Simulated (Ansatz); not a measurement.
Geometry optimisation, Ansatz 0.2.0, RKS B3LYP-D4/def2-SVP.

Input file:

```yaml
crystal:
  periodic: [false, false, false]
  atoms:
    - { symbol: Si, position_ang: [0.0, 0.0, 0.0] }
    - { symbol: O, position_ang: [0.0, 0.0, 1.68] }
    - { symbol: C, position_ang: [-1.1112, -0.3437, 2.4945] }
    - { symbol: H, position_ang: [-1.814, -0.9775, 1.9143] }
    - { symbol: H, position_ang: [-0.7584, -0.9037, 3.3856] }
    - { symbol: H, position_ang: [-1.6313, 0.5809, 2.8212] }
    - { symbol: "N", position_ang: [1.7163, 0.0, -0.6061] }
    - { symbol: H, position_ang: [2.2145, -0.918, -0.7868] }
    - { symbol: H, position_ang: [2.2175, 0.918, -0.7783] }
    - { symbol: "N", position_ang: [-0.8572, 1.4851, -0.6061] }
    - { symbol: H, position_ang: [-1.8773, 1.43, -0.8888] }
    - { symbol: H, position_ang: [-0.3367, 2.4058, -0.6766] }
    - { symbol: "N", position_ang: [-0.8572, -1.4851, -0.6061] }
    - { symbol: H, position_ang: [-1.3922, -2.1014, 0.0704] }
    - { symbol: H, position_ang: [-0.8219, -1.7344, -1.6357] }
basis:
  gaussian: { orbitals: def2-SVP }
hamiltonian:
  xc: b3lyp
  dispersion: d4
relax:
  f_tol: 0.02
  max_steps: 40
output:
  orbitals: {}
```

Launched with:

```bash
$ ansatz run input.yaml --threads 4 --pin off --max-ram 5120MiB --backend cpu --events-out ev --progress --plain --runs-dir out
```

**Question.** Where does it end, and by what steps?

**Answer.** The forces met the threshold. After 16 steps the energy has fallen by 1.064 eV; H8 moved furthest, 1.13 Å.

```csv
step,energy less start (eV),largest force component (eV/Å),accepted
0,0.0000,1.984,yes
1,-0.7116,1.058,yes
2,-0.8842,0.346,yes
3,-0.9393,0.441,yes
4,-0.9556,0.418,yes
5,-0.9828,0.226,yes
6,-0.9993,0.148,yes
7,-1.0008,0.429,yes
8,-1.0216,0.252,yes
9,-1.0386,0.092,yes
10,-1.0410,0.585,yes
11,-1.0468,0.129,yes
12,-1.0504,0.288,yes
13,-0.8695,2.832,no
14,-1.0524,0.349,yes
15,-1.0633,0.049,yes
16,-1.0638,0.012,yes
```

```xyz
15
Properties=species:S:1:pos:R:3
Si -0.023 -0.044 -0.057
O 0.054 -0.332 1.590
C -1.071 -0.361 2.431
H -1.777 -1.168 2.156
H -0.740 -0.530 3.469
H -1.632 0.593 2.403
N 1.650 0.112 -0.440
H 2.329 -0.326 0.174
H 1.967 0.119 -1.403
N -0.796 1.392 -0.603
H -1.805 1.482 -0.629
H -0.329 2.288 -0.513
N -1.009 -1.314 -0.705
H -0.835 -2.271 -0.413
H -1.294 -1.284 -1.679
```

Whether the end is a true minimum wasn't checked by a vibrational analysis.

Time of the run: 44 s on 4 threads of Arm Neoverse V1, with other jobs on the host, peak memory 0.38 GiB.
